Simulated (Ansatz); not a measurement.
A short molecular-dynamics run on `O=C([SiH3])C=[Se]`.

```yaml
crystal:
  periodic: [false, false, false]
  atoms:
    - {symbol: O, position_ang: [-0.824618, -1.712102, 0.569262]}
    - {symbol: C, position_ang: [-0.509043, -0.595785, 0.218293]}
    - {symbol: Si, position_ang: [1.351168, -0.133477, -0.092105]}
    - {symbol: C, position_ang: [-1.575252, 0.424029, 0.025926]}
    - {symbol: Se, position_ang: [-1.215342, 2.056166, -0.487008]}
    - {symbol: H, position_ang: [1.569568, 0.262938, -1.504815]}
    - {symbol: H, position_ang: [2.094407, -1.380969, 0.205646]}
    - {symbol: H, position_ang: [1.788965, 0.949363, 0.822457]}
    - {symbol: H, position_ang: [-2.591353, 0.083437, 0.225244]}
basis:
  gaussian: {orbitals: def2-SVP}
hamiltonian: {xc: {name: BLYP}}
md: {timestep: 0.5 fs, n_steps: 20, ensemble: nvt_nose_hoover, temperature: 1000, initial_velocities: maxwell_boltzmann, seed: 675}
```

```sh
$ ansatz run in.yaml --threads 4 --pin off --events-out ev --progress --plain --max-ram 10444MiB
```

```csv
step,time (fs),potential energy (eV),kinetic (eV),T (K),conserved (eV)
0,0.0,-77397.8635,0.9048,1000,-77396.9586
1,0.5,-77397.8518,0.8934,987,-77396.9584
2,1.0,-77397.8117,0.8538,944,-77396.9578
3,1.5,-77397.7514,0.7942,878,-77396.9571
4,2.0,-77397.6814,0.7250,801,-77396.9565
5,2.5,-77397.6122,0.6563,725,-77396.9559
6,3.0,-77397.5521,0.5965,659,-77396.9556
7,3.5,-77397.5065,0.5511,609,-77396.9554
8,4.0,-77397.4778,0.5224,577,-77396.9555
9,4.5,-77397.4653,0.5098,563,-77396.9557
10,5.0,-77397.4655,0.5096,563,-77396.9561
11,5.5,-77397.4722,0.5159,570,-77396.9566
12,6.0,-77397.4779,0.5211,576,-77396.9571
13,6.5,-77397.4744,0.5173,572,-77396.9576
14,7.0,-77397.4558,0.4987,551,-77396.9577
15,7.5,-77397.4212,0.4645,513,-77396.9573
16,8.0,-77397.3772,0.4215,466,-77396.9565
17,8.5,-77397.3372,0.3826,423,-77396.9555
18,9.0,-77397.3166,0.3627,401,-77396.9549
19,9.5,-77397.3245,0.3705,410,-77396.9551
20,10.0,-77397.3583,0.4037,446,-77396.9559
```

Velocities are drawn at the set temperature; a run this short doesn't reach equilibrium.

Frames (Å, forces in eV/Å):

```xyz
9
time=0.0 fs
O    -0.825   -1.712    0.569   -0.400   -1.631    0.507
C    -0.509   -0.596    0.218    0.261    0.874   -0.273
Si    1.351   -0.133   -0.092    0.184    0.053   -0.032
C    -1.575    0.424    0.026    0.022   -0.333    0.098
Se   -1.215    2.056   -0.487    0.086    1.262   -0.378
H     1.570    0.263   -1.505    0.098    0.062   -0.254
H     2.094   -1.381    0.206    0.167   -0.220    0.049
H     1.789    0.949    0.822    0.137    0.183    0.159
H    -2.591    0.083    0.225   -0.555   -0.249    0.126
9
time=0.5 fs
O    -0.823   -1.706    0.569   -0.460   -2.138    0.655
C    -0.500   -0.600    0.218   -0.034    1.460   -0.378
Si    1.351   -0.137   -0.090    0.299    0.324   -0.155
C    -1.577    0.425    0.021   -0.491   -0.705    0.247
Se   -1.216    2.057   -0.487    0.070    1.283   -0.376
H     1.562    0.256   -1.510    0.079    0.050   -0.167
H     2.084   -1.382    0.191    0.271   -0.369    0.108
H     1.808    0.952    0.819    0.081    0.080    0.091
H    -2.613    0.066    0.224    0.185    0.014   -0.024
9
time=1.0 fs
O    -0.822   -1.701    0.570   -0.516   -2.611    0.795
C    -0.490   -0.604    0.218   -0.324    1.995   -0.472
Si    1.350   -0.140   -0.088    0.430    0.588   -0.276
C    -1.579    0.426    0.017   -0.897   -1.030    0.367
Se   -1.217    2.058   -0.486    0.052    1.301   -0.373
H     1.554    0.249   -1.516    0.061    0.038   -0.075
H     2.075   -1.384    0.176    0.365   -0.504    0.161
H     1.828    0.955    0.817    0.022   -0.028    0.021
H    -2.633    0.048    0.222    0.808    0.251   -0.149
9
time=1.5 fs
O    -0.821   -1.695    0.570   -0.564   -3.032    0.923
C    -0.481   -0.607    0.217   -0.614    2.460   -0.550
Si    1.349   -0.144   -0.086    0.581    0.830   -0.393
C    -1.580    0.427    0.012   -1.178   -1.296    0.456
Se   -1.218    2.059   -0.486    0.032    1.312   -0.368
H     1.546    0.242   -1.522    0.042    0.026    0.020
H     2.067   -1.387    0.161    0.444   -0.615    0.205
H     1.847    0.957    0.814   -0.040   -0.134   -0.047
H    -2.652    0.031    0.220    1.296    0.449   -0.246
9
time=2.0 fs
O    -0.820   -1.691    0.571   -0.597   -3.385    1.031
C    -0.472   -0.610    0.217   -0.909    2.843   -0.608
Si    1.349   -0.147   -0.084    0.753    1.034   -0.504
C    -1.583    0.428    0.008   -1.337   -1.503    0.515
Se   -1.219    2.059   -0.486    0.010    1.317   -0.360
H     1.539    0.236   -1.529    0.026    0.016    0.112
H     2.059   -1.392    0.147    0.503   -0.694    0.241
H     1.866    0.960    0.811   -0.102   -0.236   -0.110
H    -2.668    0.015    0.217    1.653    0.608   -0.317
9
time=2.5 fs
O    -0.819   -1.687    0.571   -0.610   -3.654    1.115
C    -0.463   -0.612    0.216   -1.212    3.129   -0.640
Si    1.348   -0.150   -0.082    0.944    1.191   -0.608
C    -1.585    0.428    0.003   -1.387   -1.653    0.547
Se   -1.220    2.060   -0.486   -0.014    1.313   -0.350
H     1.531    0.229   -1.534    0.012    0.008    0.199
H     2.053   -1.398    0.134    0.537   -0.733    0.266
H     1.885    0.961    0.808   -0.162   -0.328   -0.165
H    -2.679    0.000    0.213    1.892    0.728   -0.365
9
time=3.0 fs
O    -0.818   -1.683    0.572   -0.600   -3.829    1.171
C    -0.454   -0.614    0.215   -1.528    3.311   -0.643
Si    1.348   -0.153   -0.080    1.155    1.292   -0.702
C    -1.588    0.428   -0.001   -1.342   -1.752    0.557
Se   -1.221    2.061   -0.485   -0.040    1.302   -0.338
H     1.524    0.222   -1.540    0.000    0.002    0.276
H     2.048   -1.406    0.121    0.546   -0.729    0.283
H     1.904    0.962    0.804   -0.217   -0.408   -0.211
H    -2.687   -0.012    0.209    2.027    0.812   -0.393
9
time=3.5 fs
O    -0.817   -1.680    0.573   -0.562   -3.906    1.196
C    -0.445   -0.615    0.214   -1.860    3.387   -0.616
Si    1.348   -0.156   -0.078    1.380    1.334   -0.789
C    -1.591    0.427   -0.005   -1.211   -1.801    0.546
Se   -1.222    2.062   -0.485   -0.069    1.281   -0.323
H     1.517    0.216   -1.544   -0.008   -0.001    0.342
H     2.044   -1.416    0.109    0.529   -0.681    0.291
H     1.922    0.962    0.800   -0.268   -0.475   -0.245
H    -2.689   -0.023    0.204    2.068    0.861   -0.402
9
time=4.0 fs
O    -0.816   -1.677    0.574   -0.497   -3.884    1.189
C    -0.437   -0.615    0.213   -2.207    3.359   -0.558
Si    1.347   -0.159   -0.076    1.616    1.320   -0.867
C    -1.594    0.426   -0.009   -0.997   -1.802    0.516
Se   -1.223    2.063   -0.485   -0.100    1.251   -0.306
H     1.509    0.209   -1.548   -0.014   -0.001    0.395
H     2.042   -1.428    0.098    0.488   -0.593    0.294
H     1.940    0.961    0.796   -0.311   -0.525   -0.267
H    -2.686   -0.032    0.197    2.020    0.875   -0.396
9
time=4.5 fs
O    -0.816   -1.675    0.576   -0.404   -3.769    1.152
C    -0.430   -0.615    0.212   -2.567    3.234   -0.472
Si    1.347   -0.162   -0.075    1.855    1.254   -0.937
C    -1.597    0.425   -0.013   -0.698   -1.753    0.468
Se   -1.224    2.064   -0.485   -0.132    1.211   -0.287
H     1.502    0.202   -1.551   -0.016    0.003    0.433
H     2.041   -1.441    0.087    0.428   -0.471    0.292
H     1.957    0.959    0.790   -0.347   -0.559   -0.278
H    -2.679   -0.039    0.190    1.880    0.851   -0.372
9
time=5.0 fs
O    -0.815   -1.674    0.577   -0.287   -3.571    1.088
C    -0.422   -0.614    0.211   -2.935    3.024   -0.361
Si    1.348   -0.164   -0.073    2.088    1.143   -1.001
C    -1.601    0.424   -0.017   -0.307   -1.650    0.401
Se   -1.225    2.066   -0.484   -0.166    1.162   -0.265
H     1.494    0.196   -1.553   -0.015    0.010    0.455
H     2.040   -1.455    0.077    0.354   -0.325    0.288
H     1.973    0.955    0.784   -0.373   -0.576   -0.276
H    -2.667   -0.043    0.182    1.640    0.783   -0.330
9
time=5.5 fs
O    -0.814   -1.673    0.579   -0.150   -3.304    1.000
C    -0.416   -0.612    0.209   -3.303    2.745   -0.229
Si    1.348   -0.167   -0.071    2.308    0.997   -1.058
C    -1.604    0.422   -0.021    0.189   -1.485    0.314
Se   -1.226    2.067   -0.484   -0.202    1.103   -0.241
H     1.487    0.189   -1.554   -0.011    0.020    0.462
H     2.041   -1.470    0.068    0.270   -0.163    0.284
H     1.988    0.950    0.778   -0.390   -0.574   -0.262
H    -2.651   -0.046    0.173    1.289    0.662   -0.269
9
time=6.0 fs
O    -0.814   -1.673    0.581    0.000   -2.983    0.893
C    -0.410   -0.610    0.208   -3.664    2.412   -0.082
Si    1.348   -0.169   -0.070    2.506    0.823   -1.109
C    -1.608    0.420   -0.024    0.798   -1.252    0.205
Se   -1.227    2.068   -0.484   -0.239    1.036   -0.215
H     1.479    0.182   -1.553   -0.004    0.033    0.451
H     2.042   -1.485    0.059    0.183    0.004    0.279
H     2.002    0.943    0.771   -0.397   -0.555   -0.236
H    -2.632   -0.047    0.164    0.816    0.482   -0.187
9
time=6.5 fs
O    -0.813   -1.673    0.583    0.157   -2.625    0.773
C    -0.405   -0.608    0.207   -4.006    2.043    0.074
Si    1.349   -0.171   -0.069    2.675    0.631   -1.154
C    -1.611    0.417   -0.028    1.520   -0.947    0.076
Se   -1.228    2.069   -0.484   -0.276    0.961   -0.188
H     1.471    0.176   -1.552    0.006    0.049    0.425
H     2.044   -1.500    0.051    0.097    0.168    0.275
H     2.015    0.936    0.763   -0.393   -0.518   -0.198
H    -2.611   -0.047    0.154    0.219    0.239   -0.084
9
time=7.0 fs
O    -0.813   -1.674    0.585    0.314   -2.244    0.644
C    -0.400   -0.605    0.205   -4.319    1.655    0.234
Si    1.350   -0.174   -0.067    2.807    0.426   -1.192
C    -1.614    0.415   -0.031    2.335   -0.580   -0.067
Se   -1.229    2.070   -0.484   -0.314    0.882   -0.161
H     1.464    0.169   -1.550    0.018    0.068    0.383
H     2.046   -1.515    0.044    0.016    0.321    0.272
H     2.028    0.927    0.755   -0.378   -0.464   -0.149
H    -2.590   -0.047    0.143   -0.481   -0.063    0.035
9
time=7.5 fs
O    -0.812   -1.675    0.587    0.466   -1.854    0.512
C    -0.397   -0.601    0.204   -4.592    1.260    0.393
Si    1.351   -0.176   -0.066    2.898    0.215   -1.224
C    -1.617    0.412   -0.035    3.185   -0.174   -0.215
Se   -1.230    2.072   -0.484   -0.349    0.801   -0.134
H     1.456    0.163   -1.546    0.032    0.088    0.327
H     2.048   -1.529    0.037   -0.057    0.460    0.271
H     2.039    0.916    0.746   -0.351   -0.394   -0.089
H    -2.570   -0.047    0.133   -1.231   -0.401    0.159
9
time=8.0 fs
O    -0.811   -1.676    0.589    0.605   -1.468    0.381
C    -0.394   -0.598    0.203   -4.816    0.871    0.546
Si    1.353   -0.178   -0.065    2.945    0.002   -1.250
C    -1.619    0.409   -0.039    3.973    0.223   -0.348
Se   -1.231    2.073   -0.483   -0.381    0.721   -0.108
H     1.449    0.157   -1.542    0.047    0.111    0.258
H     2.050   -1.542    0.031   -0.121    0.578    0.271
H     2.049    0.905    0.737   -0.314   -0.309   -0.021
H    -2.552   -0.047    0.124   -1.937   -0.729    0.273
9
time=8.5 fs
O    -0.811   -1.677    0.592    0.729   -1.094    0.254
C    -0.393   -0.594    0.202   -4.981    0.499    0.689
Si    1.354   -0.181   -0.064    2.944   -0.209   -1.269
C    -1.620    0.406   -0.042    4.571    0.546   -0.445
Se   -1.232    2.074   -0.483   -0.409    0.646   -0.085
H     1.442    0.151   -1.537    0.064    0.135    0.177
H     2.052   -1.553    0.026   -0.175    0.675    0.271
H     2.059    0.893    0.728   -0.267   -0.211    0.056
H    -2.539   -0.049    0.115   -2.476   -0.986    0.353
9
time=9.0 fs
O    -0.810   -1.679    0.594    0.833   -0.742    0.134
C    -0.392   -0.590    0.201   -5.082    0.149    0.820
Si    1.356   -0.183   -0.063    2.896   -0.412   -1.281
C    -1.620    0.404   -0.046    4.860    0.731   -0.487
Se   -1.233    2.076   -0.483   -0.430    0.579   -0.066
H     1.434    0.146   -1.532    0.082    0.160    0.088
H     2.053   -1.563    0.021   -0.216    0.749    0.272
H     2.068    0.881    0.719   -0.211   -0.103    0.138
H    -2.533   -0.054    0.106   -2.731   -1.111    0.383
9
time=9.5 fs
O    -0.809   -1.680    0.597    0.915   -0.415    0.023
C    -0.393   -0.586    0.200   -5.113   -0.173    0.936
Si    1.358   -0.185   -0.063    2.803   -0.603   -1.287
C    -1.620    0.401   -0.050    4.776    0.741   -0.468
Se   -1.234    2.077   -0.483   -0.445    0.522   -0.050
H     1.427    0.141   -1.527    0.100    0.184   -0.006
H     2.053   -1.571    0.017   -0.246    0.798    0.274
H     2.077    0.868    0.711   -0.148    0.012    0.223
H    -2.532   -0.062    0.099   -2.641   -1.066    0.355
9
time=10.0 fs
O    -0.808   -1.682    0.599    0.974   -0.119   -0.078
C    -0.394   -0.582    0.199   -5.072   -0.464    1.037
Si    1.361   -0.188   -0.062    2.667   -0.775   -1.287
C    -1.618    0.399   -0.054    4.342    0.586   -0.394
Se   -1.235    2.078   -0.483   -0.454    0.473   -0.038
H     1.421    0.136   -1.522    0.118    0.208   -0.101
H     2.054   -1.577    0.013   -0.264    0.822    0.275
H     2.085    0.856    0.703   -0.081    0.128    0.308
H    -2.539   -0.071    0.092   -2.230   -0.859    0.278
```

Run time 24 s (4 threads of an Arm Neoverse V1 on a shared host); peak host memory 0.16 GiB.
